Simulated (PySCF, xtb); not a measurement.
Sn(NH2)(SH) (H₃NSSn), SMILES [SH][Sn][NH2] (connectivity only; charge and spin as stated), neutral, multiplicity 1.

GFN2-xTB (xtb) at its own geometry gives an orbital gap of 3.27 eV and a dipole moment of 4.83 D.

The structure is a stationary point at B3LYP-D3(BJ)/def2-SVP. The def2 effective core potentials stand for the cores of Sn; spin–orbit coupling is left out. One conformer was computed; it need not be the lowest.

Question: What does r2SCAN/def2-TZVPD run with PySCF give? (The exact figures need the calculation; the answer reports its results.)

Answer: gap 3.50 eV (levels -6.04 and -2.55 eV), dipole 2.07 D.
